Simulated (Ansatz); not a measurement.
Basis-set extrapolation for `CO[Si](F)(S)Cl` (PBE0-D4/def2-TZVP geometry, frozen core, the Gaussian-basis code of Ansatz). Multiplicity 1, RHF reference.

```tsv
	def2-TZVPP	def2-QZVPP
HF	-1360.800325	-1360.844208
MP2 correlation	-1.134239	-1.234853
CCSD(T) correlation	-1.228382	not run
```

Energies in hartree. Use E(X) = E(∞) + A·exp(−7.88·√X) for Hartree–Fock and E(X) = E(∞) + B·X^(−2.97) for correlation, with X = 3 and 4, and add CCSD(T) minus MP2 of the smaller set to the MP2 limit.

What is the CCSD(T) energy at the basis-set limit?

HF limit: -1360.844208 + (-0.043883) × 0.13774 = -1360.85025. MP2 limit: -1.234853 + (-0.100614) × 0.74074 = -1.30938. Higher-order term: -1.228382 − (-1.134239) = -0.09414. Total: -1362.25377 hartree, 590.9 kJ/mol below CCSD(T)/def2-TZVPP.
